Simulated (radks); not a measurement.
Values are calculated unless marked as measured or tabulated.
How relativity changes the ionisation of the holmium ion Ho+ ([Xe] 4f11 6s1) to Ho2+ ([Xe] 4f11). Spin-unpolarised spherical Kohn-Sham, LDA (Slater exchange, Perdew-Wang correlation), point nucleus unless stated (finite: rms radius 5.2022 fm), a radial shooting solver on a logarithmic mesh with Libxc functionals. A level marked "c x" has the speed of light scaled by that factor and shares open shells by 2j + 1; other Dirac levels either fill j = l - 1/2 first or share by 2j + 1.

level,E(Ho+) (hartree),E(Ho2+) (hartree),IE (eV),HOMO,<r> HOMO (bohr)
non-rel.,-12061.5201,-12061.1107,11.140,6s,3.879
scalar-rel.,-12608.0304,-12607.5888,12.016,6s,3.625
"scalar-rel., finite nucleus",-12606.8484,-12606.4069,12.014,6s,3.626
"Dirac, 2j+1 shares",-12620.1223,-12619.6806,12.018,6s1/2,3.627
"Dirac, low j first",-12620.1686,-12619.7270,12.015,6s1/2,3.628
"Dirac, 2j+1 shares, finite nucleus",-12618.9322,-12618.4906,12.016,6s1/2,3.627
"Dirac, c x 0.75",-13178.4641,-13177.9833,13.084,4f7/2,0.9232
"Dirac, c x 1.25",-12402.5379,-12402.1096,11.655,6s1/2,3.725
"Dirac, c x 5",-12081.3694,-12080.9590,11.168,6s1/2,3.870

NIST Atomic Spectra Database: 11.78 eV (semi-empirical). The relativistic part of the total energy of Ho+ is -557.4 hartree (Dirac, 2j+1 shares, finite nucleus), 4.6 % of the non-relativistic value. Spin polarisation and multiplet splitting of open shells are left out at every level.

Beside tabulated values, note that relativity, absent from the non-relativistic runs, is large for the heavy elements, and spin-unpolarised runs miss the spin-polarisation part of the exchange energy of open shells.
